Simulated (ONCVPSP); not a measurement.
Logarithmic derivatives: aluminium, ONCV

ONCVPSP 4.0.1 input, shortened (lines: element, Z, core and valence counts, functional; n l f; lmax; l rc ep ncon nbas qcut; lloc lpopt rc5 dvloc0; l nproj debl; icmod fcfact rcfact), PBE, scalar-relativistic:

```
  Al 13.00    1    4        4      upf
    1    0    2.00
    2    0    2.00
    2    1    6.00
    3    0    2.00
    3    1    1.00
    1
    0    1.20    0.00    5    9   10.50
    1    1.15    0.00    4    7    9.70
    4    5    0.80    0.00
    0    2    3.00
    1    2    3.50
    3    1.50    1.45
```

The phase is arctan(r·R′/R) of the radial function R(r), unwrapped; energies in Ha, scanned from -5 to 5 Ha. A pole is an energy at which the radial function vanishes at the test radius. The pseudo phase is shifted by a multiple of π to meet the all-electron one at the reference energy, and phase errors are pseudo minus all-electron; the curves can meet again beyond the range given. Levels narrower than the energy grid can be missing from the lists of poles.

```csv
channel,radius (bohr),reference energy (Ha),"poles, all-electron","poles, pseudo",unbroken range about the reference energy with phases within 0.05 rad,phase error 1 Ha above the reference energy (rad)
s,1.22,-0.28,-3.53,-3.53,the whole range,+0.000
p,1.17,-0.10,-2.03,-2.03,the whole range,+0.000
```

Phases in the s channel:

```json
{"E (Ha)": "-4.96", "all-electron": "0.622", "pseudo": "0.622"}
{"E (Ha)": "-4.72", "all-electron": "0.248", "pseudo": "0.248"}
{"E (Ha)": "-4.48", "all-electron": "-0.383", "pseudo": "-0.383"}
{"E (Ha)": "-4.24", "all-electron": "-0.965", "pseudo": "-0.965"}
{"E (Ha)": "-4.00", "all-electron": "-1.289", "pseudo": "-1.289"}
{"E (Ha)": "-3.76", "all-electron": "-1.466", "pseudo": "-1.466"}
{"E (Ha)": "-3.52", "all-electron": "-1.575", "pseudo": "-1.575"}
{"E (Ha)": "-3.28", "all-electron": "-1.651", "pseudo": "-1.651"}
{"E (Ha)": "-3.04", "all-electron": "-1.709", "pseudo": "-1.709"}
{"E (Ha)": "-2.80", "all-electron": "-1.756", "pseudo": "-1.756"}
{"E (Ha)": "-2.56", "all-electron": "-1.798", "pseudo": "-1.798"}
{"E (Ha)": "-2.32", "all-electron": "-1.836", "pseudo": "-1.836"}
{"E (Ha)": "-2.08", "all-electron": "-1.873", "pseudo": "-1.873"}
{"E (Ha)": "-1.84", "all-electron": "-1.909", "pseudo": "-1.909"}
{"E (Ha)": "-1.60", "all-electron": "-1.948", "pseudo": "-1.948"}
{"E (Ha)": "-1.36", "all-electron": "-1.988", "pseudo": "-1.988"}
{"E (Ha)": "-1.12", "all-electron": "-2.032", "pseudo": "-2.032"}
{"E (Ha)": "-0.88", "all-electron": "-2.082", "pseudo": "-2.082"}
{"E (Ha)": "-0.64", "all-electron": "-2.138", "pseudo": "-2.138"}
{"E (Ha)": "-0.40", "all-electron": "-2.203", "pseudo": "-2.203"}
{"E (Ha)": "-0.16", "all-electron": "-2.280", "pseudo": "-2.280"}
{"E (Ha)": "0.08", "all-electron": "-2.373", "pseudo": "-2.373"}
{"E (Ha)": "0.32", "all-electron": "-2.484", "pseudo": "-2.484"}
{"E (Ha)": "0.56", "all-electron": "-2.618", "pseudo": "-2.618"}
{"E (Ha)": "0.80", "all-electron": "-2.778", "pseudo": "-2.778"}
{"E (Ha)": "1.04", "all-electron": "-2.962", "pseudo": "-2.962"}
{"E (Ha)": "1.28", "all-electron": "-3.163", "pseudo": "-3.163"}
{"E (Ha)": "1.52", "all-electron": "-3.367", "pseudo": "-3.367"}
{"E (Ha)": "1.76", "all-electron": "-3.559", "pseudo": "-3.559"}
{"E (Ha)": "2.00", "all-electron": "-3.728", "pseudo": "-3.728"}
{"E (Ha)": "2.24", "all-electron": "-3.871", "pseudo": "-3.871"}
{"E (Ha)": "2.48", "all-electron": "-3.989", "pseudo": "-3.989"}
{"E (Ha)": "2.72", "all-electron": "-4.086", "pseudo": "-4.086"}
{"E (Ha)": "2.96", "all-electron": "-4.166", "pseudo": "-4.166"}
{"E (Ha)": "3.20", "all-electron": "-4.232", "pseudo": "-4.232"}
{"E (Ha)": "3.44", "all-electron": "-4.288", "pseudo": "-4.288"}
{"E (Ha)": "3.68", "all-electron": "-4.335", "pseudo": "-4.335"}
{"E (Ha)": "3.92", "all-electron": "-4.376", "pseudo": "-4.375"}
{"E (Ha)": "4.16", "all-electron": "-4.411", "pseudo": "-4.410"}
{"E (Ha)": "4.40", "all-electron": "-4.441", "pseudo": "-4.441"}
{"E (Ha)": "4.64", "all-electron": "-4.469", "pseudo": "-4.468"}
{"E (Ha)": "4.88", "all-electron": "-4.493", "pseudo": "-4.492"}
```
